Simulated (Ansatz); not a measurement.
Start from `F[SiH2][SiH](F)Br` and change one atom or group to get `N[SiH2][SiH](F)Br`.

Ansatz, PBE0-D4/def2-TZVP geometries, multiplicity 1. Each molecule was computed in one conformer, which needn't be the lowest.

Scalar relativity is left out up to krypton. Spin–orbit coupling is left out; it splits and shifts lone-pair levels of the heavy atoms by tenths of an eV.

```json
{"property": "LUMO energy (B3LYP/def2-TZVPP) / eV", "`F[SiH2][SiH](F)Br`": "-1.55"}
{"property": "HOMO energy (B3LYP/def2-TZVPP) / eV", "`F[SiH2][SiH](F)Br`": "-8.06"}
{"property": "HOMO–LUMO gap (PBE0/def2-TZVPP) / eV", "`F[SiH2][SiH](F)Br`": "6.89"}
{"property": "size of the dipole moment (PBE/def2-TZVPP) / D", "`F[SiH2][SiH](F)Br`": "0.95"}
{"property": "HOMO energy (ωB97M-V/def2-TZVPP) / eV", "`F[SiH2][SiH](F)Br`": "-10.33"}
{"property": "HOMO–LUMO gap (PBE/def2-TZVPP) / eV", "`F[SiH2][SiH](F)Br`": "4.81"}
```

Problem. Give the same properties after the change, and the shifts. (Best estimate.)

Solution. The calculation gave: 
```
                                      property  `N[SiH2][SiH](F)Br`  shift
           LUMO energy (B3LYP/def2-TZVPP) / eV                -0.93   0.62
           HOMO energy (B3LYP/def2-TZVPP) / eV                -7.33   0.73
          HOMO–LUMO gap (PBE0/def2-TZVPP) / eV                 6.79  -0.10
size of the dipole moment (PBE/def2-TZVPP) / D                 2.10   1.15
         HOMO energy (ωB97M-V/def2-TZVPP) / eV                -9.74   0.59
           HOMO–LUMO gap (PBE/def2-TZVPP) / eV                 4.61  -0.20
```

With PBE0 the HOMO rises by 0.73 eV and the LUMO rises by 0.64 eV, so the gap narrows by about 0.09 eV. PBE moves the HOMO by 0.85 eV and ωB97M-V by 0.59 eV. Dipoles are sizes alone; their direction can turn.

B3LYP here is the variant with VWN-RPA as its local correlation; programs differ in this.
